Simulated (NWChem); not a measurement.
Species: CH4O4Si; SMILES O=C(O)[SiH](O)O

```xyz
10

O     -1.0944     1.4080     0.6327
C     -0.1026     1.0587     0.0345
O      0.8695     1.9037    -0.3065
Si     0.1020    -0.7909    -0.4348
O     -1.4170    -1.3868    -0.1883
O      1.2507    -1.3536     0.6146
H      0.6139     2.7842     0.0222
H      0.4880    -1.0504    -1.8435
H     -1.9334    -0.8071     0.3899
H      1.5395    -2.2661     0.5207
```
Atoms are numbered in this order, from 1.

Results from NWChem. Coordinates come from a PBE0/def2-SVP optimisation. Atomic charges in e: unrestrained fits to the electrostatic potential beside Mulliken populations; buried atoms are poorly determined by the fit.

Problem. Predict the results for B3LYP/def2-SVP. Quantities: ESP O1; Mulliken O1; ESP C2; Mulliken C2; ESP O3; Mulliken O3; ESP Si4; Mulliken Si4; ESP O5; Mulliken O5; relative RMS misfit of the potential (%).

Solution. 
* **ESP O1**: -0.51
* **Mulliken O1**: -0.26
* **ESP C2**: 0.53
* **Mulliken C2**: 0.03
* **ESP O3**: -0.60
* **Mulliken O3**: -0.16
* **ESP Si4**: 0.85
* **Mulliken Si4**: 0.74
* **ESP O5**: -0.66
* **Mulliken O5**: -0.38
* **relative RMS misfit of the potential (%)**: 22
